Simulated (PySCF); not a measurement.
Dipole response of Ca+ (calcium, charge +1)

[Ar] 4s1, 2S determinant. Calculation: PySCF 2.14, in aug-cc-pwCVTZ-X2C with one added diffuse shell each of s, p, d, f type (10s9p7d4f, 100 functions); scalar relativity by spin-free X2C-1e. Coupled (time-dependent) response in atomic units; α is the mean over directions.

```
method  mean α (bohr³)  C₆ (like pair)  S(−4)
   UHF           96.30           763.3   8881
   PBE           79.30           576.2   6054
  PBE0           84.51           630.7   6883
```

S(−4) is the Cauchy moment in α(ω) = α(0) + S(−4) ω² + …

α(iu) at PBE:

```tsv
u (hartree)	α(iu) (bohr³)
0	79.30
0.0500	66.68
0.100	45.64
0.200	21.52
0.300	12.59
0.500	6.630
0.750	4.216
1.00	3.075
1.50	1.891
2.00	1.276
3.00	0.6883
5.00	0.2976
```

For an ion, C₆ is the dispersion term alone; charge-induced terms of lower order in 1/R come first.
